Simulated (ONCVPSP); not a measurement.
**Pseudopotential generation for Sb: ONCV, LDA (Perdew-Wang 92), scalar-relativistic.**

The input file (ONCVPSP 4.0.1):

```
# ATOM AND REFERENCE CONFIGURATION
# atsym  z   nc   nv     iexc    psfile
  Sb 51.00    9    2  -001012      upf
#
#   n    l    f
    1    0    2.00
    2    0    2.00
    2    1    6.00
    3    0    2.00
    3    1    6.00
    3    2   10.00
    4    0    2.00
    4    1    6.00
    4    2   10.00
    5    0    2.00
    5    1    3.00
#
# PSEUDOPOTENTIAL AND OPTIMIZATION
# lmax
    1
#
#   l,   rc,      ep,       ncon, nbas, qcut
    0    1.85    0.00    4    7    3.40
    1    1.95    0.00    4    7    3.80
#
# LOCAL POTENTIAL
# lloc, lpopt,  rc(5),   dvloc0
    4    5    1.60    3.00
#
# VANDERBILT-KLEINMAN-BYLANDER PROJECTORs
# l, nproj, debl
    0    2    1.40
    1    2    0.50
#
# MODEL CORE CHARGE
# icmod, fcfact, rcfact
    2    0.75    1.10
#
# LOG DERIVATIVE ANALYSIS
# epsh1, epsh2, depsh
   -2.00    5.00    0.02
#
# OUTPUT GRID
# rlmax, drl
    6.00    0.01
#
# TEST CONFIGURATIONS
# ncnf
    4
# nvcnf
#   n    l    f
    2
    5    0    2.00
    5    1    2.00
#
    2
    5    0    2.00
    5    1    1.00
#
    2
    5    0    2.00
    5    1    0.00
#
    2
    5    0    1.00
    5    1    4.00
#
```

Command:

```bash
oncvpsp.x < Sb.dat > Sb.out
```

Resulting log (shortened: citation, most of the input echo, consistency checks and plot data are left out):

```
ONCVPSP  (Optimized Norm-Conservinng Vanderbilt PSeudopotential)
scalar-relativistic version 4.0.1

#   n    l    f        energy (Ha)
    1    0    2.00    -1.1124318E+03
    2    0    2.00    -1.6931371E+02
    2    1    6.00    -1.5209100E+02
    3    0    2.00    -3.3174951E+01
    3    1    6.00    -2.7560328E+01
    3    2   10.00    -1.8966996E+01
    4    0    2.00    -5.4571086E+00
    4    1    6.00    -3.7339552E+00
    4    2   10.00    -1.2332450E+00
    5    0    2.00    -4.8087633E-01
    5    1    3.00    -1.8347678E-01

Reference configufation results
  iterations    25
  all-electron total energy (Ha)   -6.47596762D+03

Begin loop to  construct optimized pseudo wave functions
and semi-local pseudopoentials for all angular momenta

   Wellstate for l =  0  n =  6
     eigenvalue =   0.9191
     asymptotic potential =   1.4191
     half-point radius =  3.3535

Calculating optimized projector #   1

 for l=   0

    Fraction of norm inside rc  0.346278
    Optimizing pswf for qcut=   3.39 a_B^-1,  ecut=   5.75 Ha
    Residual kinetic energy error=  3.77D-03 Ha

    Energy error per electron        Cutoff
         Ha          eV             Ha
         0.01000     0.27211        4.81
         0.00100     0.02721       10.76
         0.00010     0.00272       26.13
         0.00001     0.00027       32.29

Calculating optimized projector #   2

 for l=   0

    Fraction of norm inside rc  0.188329
    Optimizing pswf for qcut=   3.39 a_B^-1,  ecut=   5.75 Ha
    Residual kinetic energy error=  1.10D-02 Ha

    Energy error per electron        Cutoff
         Ha          eV             Ha
         0.01000     0.27211        5.89
         0.00100     0.02721       35.42
         0.00010     0.00272       49.47
         0.00001     0.00027       58.75

   Wellstate for l =  1  n =  6
     eigenvalue =   0.3165
     asymptotic potential =   0.8165
     half-point radius =  6.6637

Calculating optimized projector #   1

 for l=   1

    Fraction of norm inside rc  0.192137
    Optimizing pswf for qcut=   3.79 a_B^-1,  ecut=   7.19 Ha
    Residual kinetic energy error=  3.39D-04 Ha

    Energy error per electron        Cutoff
         Ha          eV             Ha
         0.01000     0.27211        1.86
         0.00100     0.02721        6.18
         0.00010     0.00272       11.97
         0.00001     0.00027       35.30

Calculating optimized projector #   2

 for l=   1

    Fraction of norm inside rc  0.109587
    Optimizing pswf for qcut=   3.79 a_B^-1,  ecut=   7.19 Ha
    Residual kinetic energy error=  1.57D-03 Ha

    Energy error per electron        Cutoff
         Ha          eV             Ha
         0.01000     0.27211        1.91
         0.00100     0.02721       12.42
         0.00010     0.00272       45.12
         0.00001     0.00027       53.47

Construct Vanderbilt / Kleinmman-Bylander projectors

B matrix Hermiticity error, ll=   0
   1   2    1.2049E-04

  Orthonormal projector coefficients  6.7386E+00  1.4428E+00

B matrix Hermiticity error, ll=   1
   1   2    1.9720E-05

  Orthonormal projector coefficients  2.1742E+01  1.5788E+00

Model core correction analysis
  based on d2Exc/dn_idn_j

d2excae - all-electron derivatives

   -2.240231D-02   -1.840930D-02
   -1.840899D-02   -2.009312D-02

d2excps - pseudofunction derivatives with no core correction

   -3.553682D-02   -2.487470D-02
   -2.487717D-02   -2.351975D-02

rms 2nd derivative error    8.183761E-03

amplitude prefactor, scale prefactor
   20.2619    1.0768

d2excps - pseudofunction derivatives with core correction

   -2.380664D-02   -1.933043D-02
   -1.933014D-02   -2.075263D-02

rms 2nd derivative error    1.012930E-03

Pseudoatom total energy   -5.548731

Diagnostic tests using Vanderbilt-Kleinman-Bylander pseudopotentials
  1 or more projectors used as specified by nproj input data

   l    rcore       rmatch      e in        delta e   norm test  slope test

   0   1.8530992   1.9093633  -0.4808763  -0.0000023   1.0000415   1.0001632
   0   1.8530992   1.9093633   0.9191237   0.0000030   1.0002472   1.0002472

   1   1.9556021   2.0149784  -0.1834768   0.0000013   1.0000288   1.0000195
   1   1.9556021   2.0149784   0.3165232   0.0000059   1.0001378   1.0001378

 Testing for bound ghosts
   n   l    E NL Schr. Eq   E Basis Diag.   E Cutoff

   1   0       -0.480879       -0.477654     54.31

   2   1       -0.183476       -0.168871     57.51

 Testing for highly-localized positive-energy ghosts
       l    <radius>/rc     E Basis Diag.   E Cutoff

       0        0.360151        2.306915     54.31  WARNING - GHOST(+)

       1        0.540433       57.889370     57.51  WARNING - GHOST(+)

Test configuration 0

   n   l     f        eae           eps        diff
   1   0  2.0000-1112.43179890
   2   0  2.0000 -169.31370645
   2   1  6.0000 -152.09100137
   3   0  2.0000  -33.17495119
   3   1  6.0000  -27.56032824
   3   2 10.0000  -18.96699558
   4   0  2.0000   -5.45710855
   4   1  6.0000   -3.73395521
   4   2 10.0000   -1.23324501
   5   0  2.0000   -0.48087633   -0.48087861   -2.27D-06
   5   1  3.0000   -0.18347678   -0.18347550    1.28D-06

    Total energies and differences
      AE_ref= -6.47596762D+03  AE_tst= -6.47596762D+03  dif=  0.00D+00
      PS_ref= -5.54873109D+00  PS_tst= -5.54873109D+00  dif=  0.00D+00
      PSP excitation error=  0.00D+00

Test configuration 1

   n   l     f        eae           eps        diff
   1   0  2.0000-1112.75006273
   2   0  2.0000 -169.63032080
   2   1  6.0000 -152.40782430
   3   0  2.0000  -33.49107199
   3   1  6.0000  -27.87646736
   3   2 10.0000  -19.28309471
   4   0  2.0000   -5.77227502
   4   1  6.0000   -4.04897430
   4   2 10.0000   -1.54711822
   5   0  2.0000   -0.77002184   -0.77059364   -5.72D-04
   5   1  2.0000   -0.44936726   -0.44951024   -1.43D-04

    Total energies and differences
      AE_ref= -6.47596762D+03  AE_tst= -6.47565470D+03  dif=  3.13D-01
      PS_ref= -5.54873109D+00  PS_tst= -5.23570117D+00  dif=  3.13D-01
      PSP excitation error= -1.19D-04

Test configuration 2

   n   l     f        eae           eps        diff
   1   0  2.0000-1113.12290491
   2   0  2.0000 -169.99993192
   2   1  6.0000 -152.77782664
   3   0  2.0000  -33.85961263
   3   1  6.0000  -28.24504062
   3   2 10.0000  -19.65160944
   4   0  2.0000   -6.13853190
   4   1  6.0000   -4.41485119
   4   2 10.0000   -1.91065275
   5   0  2.0000   -1.09574510   -1.09782695   -2.08D-03
   5   1  1.0000   -0.74994719   -0.75078731   -8.40D-04

    Total energies and differences
      AE_ref= -6.47596762D+03  AE_tst= -6.47505763D+03  dif=  9.10D-01
      PS_ref= -5.54873109D+00  PS_tst= -4.63804139D+00  dif=  9.11D-01
      PSP excitation error= -7.00D-04

Test configuration 3

   n   l     f        eae           eps        diff
   1   0  2.0000-1113.54072739
   2   0  2.0000 -170.41273884
   2   1  6.0000 -153.19123021
   3   0  2.0000  -34.27065028
   3   1  6.0000  -28.65612703
   3   2 10.0000  -20.06262351
   4   0  2.0000   -6.54566880
   4   1  6.0000   -4.82131458
   4   2 10.0000   -2.31340346
   5   0  2.0000   -1.44775039   -1.45270664   -4.96D-03

    Total energies and differences
      AE_ref= -6.47596762D+03  AE_tst= -6.47414698D+03  dif=  1.82D+00
      PS_ref= -5.54873109D+00  PS_tst= -3.72561987D+00  dif=  1.82D+00
      PSP excitation error= -2.48D-03

Test configuration 4

   n   l     f        eae           eps        diff
   1   0  2.0000-1112.48569889
   2   0  2.0000 -169.36679384
   2   1  6.0000 -152.14391454
   3   0  2.0000  -33.22875271
   3   1  6.0000  -27.61408434
   3   2 10.0000  -19.02066926
   4   0  2.0000   -5.51038265
   4   1  6.0000   -3.78689193
   4   2 10.0000   -1.28412086
   5   0  1.0000   -0.51042217   -0.51134532   -9.23D-04
   5   1  4.0000   -0.20433649   -0.20460762   -2.71D-04

    Total energies and differences
      AE_ref= -6.47596762D+03  AE_tst= -6.47566583D+03  dif=  3.02D-01
      PS_ref= -5.54873109D+00  PS_tst= -5.24660000D+00  dif=  3.02D-01
      PSP excitation error= -3.47D-04
```

The run took about 3.5 s on one core of a shared server CPU.
